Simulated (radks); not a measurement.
Spin polarisation of the 3p1 shell in S3+. Start: [Ne] 3s2 3p(up 0.5, down 0.5); electrons of 3p are moved from spin down to spin up, other shells keep equal spins. All-electron calculation, scalar-relativistic Kohn-Sham, r2SCAN, spin-polarised, spherical densities, finite nucleus; meta-GGA in the generalised Kohn-Sham scheme; Fermi nuclear charge, rms radius of each element as measured or else 0.836 A^(1/3) + 0.57 fm. Program: a radial shooting solver on a logarithmic mesh with Libxc functionals.

| moment (Bohr magnetons) | E - E(0) (eV) | e(3p up) (eV) | e(3p down) (eV) | 3s down minus up (eV) |
|---|---|---|---|---|
| 0 | 0.000 | -40.130 | -40.130 | 0.000 |
| 0.25 | -0.033 | -40.382 | -39.858 | 0.537 |
| 0.5 | -0.131 | -40.616 | -39.564 | 1.081 |
| 0.75 | -0.296 | -40.836 | -39.250 | 1.641 |
| 1 | -0.526 | -41.044 | -38.968 | 2.220 |

At moment 1 the spin-polarisation energy is -0.526 eV and the 3p exchange splitting 2.076 eV, that is 2.076 eV per Bohr magneton; E = -I m^2/4 would give I = 2.105 eV.
